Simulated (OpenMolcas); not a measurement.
# 5d⁵ along the 73-electron sequence

```
Program             : OpenMolcas
Method              : MS-CASPT2, IPEA 0.25 Eh, imaginary shift 0.1 Eh
Basis               : ANO-RCC-VQZP
Scalar Hamiltonian  : DKH2, point nucleus
Spin-orbit coupling : state interaction with AMFI integrals over the reference wave functions, term energies averaged over their components
```

Active space for each ion: 5 electrons in 10 orbitals (5d 6d); closed shells correlated by CASPT2: 5s 5p.

Computed levels in cm-1 above ⁶S_5/2:

```json
{"Level": "⁴G_7/2", "Os3+": "20900", "Pt5+": "25370", "Au6+": "27420"}
{"Level": "⁴G_11/2", "Os3+": "22140", "Pt5+": "27150", "Au6+": "29520"}
{"Level": "⁴G_9/2", "Os3+": "22790", "Pt5+": "28380", "Au6+": "31110"}
{"Level": "⁴P_1/2", "Os3+": "24180", "Pt5+": "30250", "Au6+": "33150"}
{"Level": "⁴D_7/2", "Os3+": "26900", "Pt5+": "34290", "Au6+": "38010"}
{"Level": "⁴D_1/2", "Os3+": "30290", "Pt5+": "39510", "Au6+": "44340"}
{"Level": "²I_11/2", "Os3+": "32130", "Pt5+": "40170", "Au6+": "44430"}
{"Level": "²I_13/2", "Os3+": "35190", "Pt5+": "44500", "Au6+": "49430"}
{"Level": "²H_9/2", "Os3+": "40820", "Pt5+": "51540", "Au6+": "57040"}
{"Level": "weight of ⁶S in the lowest level (%)", "Os3+": "88", "Pt5+": "82", "Au6+": "78"}
```

Mixed levels, with the weight of the term that names them: Os3+ ⁴G_7/2 (68 %), Os3+ ⁴P_1/2 (60 %), Os3+ ⁴D_7/2 (70 %), Os3+ ⁴D_1/2 (65 %), Os3+ ²H_9/2 (51 %), Pt5+ ⁴G_7/2 (61 %), Pt5+ ⁴G_11/2 (75 %), Pt5+ ⁴P_1/2 (59 %), Pt5+ ⁴D_7/2 (61 %), Pt5+ ⁴D_1/2 (66 %), Pt5+ ²I_11/2 (71 %), Pt5+ ²H_9/2 (52 %), Au6+ ⁴G_7/2 (57 %), Au6+ ⁴G_11/2 (71 %), Au6+ ⁴P_1/2 (59 %), Au6+ ⁴D_7/2 (54 %), Au6+ ⁴D_1/2 (67 %), Au6+ ²I_11/2 (68 %), Au6+ ²H_9/2 (52 %).

⁴G_7/2 changes by a factor of 1.31 over the same range, with steps per unit of Z of +2240, +2050 cm-1.

CASPT2 does not keep the components of a term degenerate, so their means are used; among the terms shown or strongly mixed into the levels shown the widest spread is 660 cm-1 (5d⁵ ²I, Au6+). Active for correlation alone: 6d; no level in the range computed is led by a configuration that fills it, so any true level of that kind is missing. The CASPT2 spread within a term exceeds the gap to the next term for 5d⁵ ⁴F and 5d⁵ ²F(1), so the order of their levels is uncertain, and so are names and mixing where such terms share a J (holds for Os3+). Levels of configurations outside the active space are missing.

A number in round brackets counts repeated terms of one configuration in the order of the reference energies.
